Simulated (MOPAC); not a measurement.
MOPAC input (AM1):

```
AM1 FORCE THERMO(298,298) PRECISE LET CHARGE=-1 GEO-OK AUX(PRECISION=9) THREADS=1
H4BN2O

N     1.38045971 1   -0.41206227 1    0.34281873 1
B     0.13408647 1   -0.07671363 1    0.02429566 1
N    -1.11432776 1   -0.89274811 1   -0.02424125 1
O    -0.18819592 1    1.29487070 1   -0.37446271 1
H     1.42089826 1   -1.37422245 1    0.57170747 1
H    -1.86525120 1   -0.27369191 1   -0.24139829 1
H    -1.25292160 1   -1.22652800 1    0.90523453 1
H     0.66262654 1    1.72296849 1   -0.41687181 1
```

Output:

```
 *******************************************************************************
 **                                                                           **
 **                              MOPAC v23.2.5                                **
 **                                                                           **
 *******************************************************************************
 ** MOPAC's Digital Object Identifier: https://doi.org/10.5281/zenodo.6511958 **
 **                                                                           **
 ** Please cite the open-source release paper for use of this MOPAC version:  **
 ** J. E. Moussa and J. J. P. Stewart (2026)                                  **
 ** MOPAC: An open-source semiempirical molecular orbital program             **
 ** J. Open Source Softw., 11(119), 8025, https://doi.org/10.21105/joss.08025 **
 *******************************************************************************

                              AM1 CALCULATION RESULTS

 *******************************************************************************
 *  AM1        - The AM1 Hamiltonian to be used
 *  GEO-OK     - OVERRIDE INTERATOMIC DISTANCE AND OTHER SAFETY CHECKS
 *
 *
 *
 *                 CHARGE ON SYSTEM = -1
 *
 *
 *
 *  LET        - OVERRIDE SOME SAFETY CHECKS
 *  PRECISE    - TIGHTER CRITERIA TO BE USED
 *  FORCE      - FORCE CALCULATION SPECIFIED
 *  AUX        - OUTPUT AUXILIARY INFORMATION
 *  THERMO     - THERMODYNAMIC QUANTITIES TO BE CALCULATED
 *******************************************************************************
AM1 FORCE THERMO(298,298) PRECISE LET CHARGE=-1 GEO-OK AUX(PRECISION=9) THREADS=1
 H4BN2O

   ATOM   CHEMICAL          X               Y               Z
  NUMBER   SYMBOL      (ANGSTROMS)     (ANGSTROMS)     (ANGSTROMS)

     1       N          1.38045971  *  -0.41206227  *   0.34281873  *
     2       B          0.13408647  *  -0.07671363  *   0.02429566  *
     3       N         -1.11432776  *  -0.89274811  *  -0.02424125  *
     4       O         -0.18819592  *   1.29487070  *  -0.37446271  *
     5       H          1.42089826  *  -1.37422245  *   0.57170747  *
     6       H         -1.86525120  *  -0.27369191  *  -0.24139829  *
     7       H         -1.25292160  *  -1.22652800  *   0.90523453  *
     8       H          0.66262654  *   1.72296849  *  -0.41687181  *

          CARTESIAN COORDINATES

    NO.       ATOM           X           Y           Z

     1         N          1.3805     -0.4121      0.3428
     2         B          0.1341     -0.0767      0.0243
     3         N         -1.1143     -0.8927     -0.0242
     4         O         -0.1882      1.2949     -0.3745
     5         H          1.4209     -1.3742      0.5717
     6         H         -1.8653     -0.2737     -0.2414
     7         H         -1.2529     -1.2265      0.9052
     8         H          0.6626      1.7230     -0.4169

  H: (AM1): M.J.S. DEWAR ET AL, J. AM. CHEM. SOC. 107 3902-3909 (1985)
[...]
 EFFECTIVE MASS     10.1587
 FORCE CONSTANT      7.9519

 VIBRATION         14   14A          ATOM PAIR     ENERGY CONTRIBUTION    RADIAL
 FREQUENCY          1720.22         N 3 -- H 6         +43.8% ( 57.0%)      3.6%
 TRANSITION DIPOLE   0.0976         N 3 -- H 7         +43.7% ( 56.9%)      3.3%
 TRAVEL (Ang.)       0.2754         B 2 -- N 3          +7.3% ( 23.3%)     80.0%
 REDUCED MASS        0.5170         N 1 -- B 2          +3.0% ( 14.8%)     82.7%
 EFFECTIVE MASS      2.0882
 FORCE CONSTANT      0.9014

 VIBRATION         15   15A          ATOM PAIR     ENERGY CONTRIBUTION    RADIAL
 FREQUENCY          3438.75         N 3 -- H 7         +52.6% ( 74.1%)     97.1%
 TRANSITION DIPOLE   0.1269         N 3 -- H 6         +46.6% ( 69.7%)     96.7%
 TRAVEL (Ang.)       0.1941         B 2 -- N 3          +0.8% (  8.9%)      0.0%
 REDUCED MASS        0.5202
 EFFECTIVE MASS      1.5214
 FORCE CONSTANT      3.6245

 VIBRATION         16   16A          ATOM PAIR     ENERGY CONTRIBUTION    RADIAL
 FREQUENCY          3468.74         N 1 -- H 5         +99.2% ( 99.9%)     99.7%
 TRANSITION DIPOLE   0.4240         N 1 -- B 2          +0.6% (  7.8%)     20.4%
 TRAVEL (Ang.)       0.1442         N 3 -- H 7          +0.2% (  4.6%)     99.9%
 REDUCED MASS        0.9354
 EFFECTIVE MASS      1.4098
 FORCE CONSTANT      6.6314

 VIBRATION         17   17A          ATOM PAIR     ENERGY CONTRIBUTION    RADIAL
 FREQUENCY          3482.49         N 3 -- H 6         +53.1% ( 71.7%)     98.5%
 TRANSITION DIPOLE   0.1686         N 3 -- H 7         +46.5% ( 67.0%)     97.9%
 TRAVEL (Ang.)       0.1994         B 2 -- N 3          +0.3% (  5.0%)     29.6%
 REDUCED MASS        0.4869         N 1 -- H 5          +0.1% (  3.6%)     99.7%
 EFFECTIVE MASS      1.2216
 FORCE CONSTANT      3.4789

 VIBRATION         18   18A          ATOM PAIR     ENERGY CONTRIBUTION    RADIAL
 FREQUENCY          3586.75         O 4 -- H 8         +99.6% (100.0%)     99.9%
 TRANSITION DIPOLE   0.2991         B 2 -- O 4          +0.4% (  6.3%)      3.4%
 TRAVEL (Ang.)       0.1409
 REDUCED MASS        0.9474
 EFFECTIVE MASS      1.3869
 FORCE CONSTANT      7.1807

      SYMMETRY NUMBER FOR POINT-GROUP C1  =  1

          SYSTEM IS A GROUND STATE

 H4BN2O

          MOLECULE IS NOT LINEAR

          THERE ARE 18 GENUINE VIBRATIONS IN THIS SYSTEM
          THIS THERMODYNAMICS CALCULATION IS LIMITED TO
          MOLECULES WHICH HAVE NO INTERNAL ROTATIONS

                    CALCULATED THERMODYNAMIC PROPERTIES
                                          *
   TEMP. (K)   PARTITION FUNCTION   H.O.F.    ENTHALPY  HEAT CAPACITY ENTROPY
                                   KCAL/MOL   CAL/MOLE    CAL/K/MOL  CAL/K/MOL

 298.00  VIB.     0.3396D+01                  1208.6222     9.7611     6.4856
         ROT.     0.4092D+05                   888.2803     2.9808    24.0837
         INT.     0.1390D+06                  2096.9025    12.7419    30.5693
         TRA.     0.4365D+27                  1480.4672     4.9680    38.1356
         TOT.                     -114.535    3577.3697    17.7099    68.7049

   *: NOTE: HEATS OF FORMATION ARE RELATIVE TO THE
            ELEMENTS IN THEIR STANDARD STATE AT 298K
              (=  Standard Enthalpy of Formation).

            Hvib:  Zero-point energy is not included.
                   frequencies of less than zero cm-1 are not included.
            Hrot = (3/2)RT
            Htra = (3/2)RT + pV = (5/2)RT

            Heat capacity is Cp, not Cv

          For more information, see: HTTP://OpenMOPAC.net/Manual/thermochemistry.html

           FORCE CONSTANT IN CARTESIAN COORDINATES (Millidynes/A)

    ATOM   CHEMICAL       X               Y               Z
   NUMBER   SYMBOL  FORCE CONSTANT  FORCE CONSTANT  FORCE CONSTANT

      1       N       10.415423        7.359864        0.652492
      2       B       11.851876        6.060592        2.492752
      3       N        9.056723        6.345047        5.579897
      4       O        6.505184        6.440467        0.418340
      5       H        1.716620        5.788212        0.253144
      6       H        5.851227        1.694643        0.642966
      7       H        1.188151        2.306458        4.548078
      8       H        3.901887        4.198036        0.153576

 **********************
 *                    *
 * JOB ENDED NORMALLY *
 *                    *
 **********************

 == MOPAC DONE ==
```

The dipole moment of an ion depends on the origin.
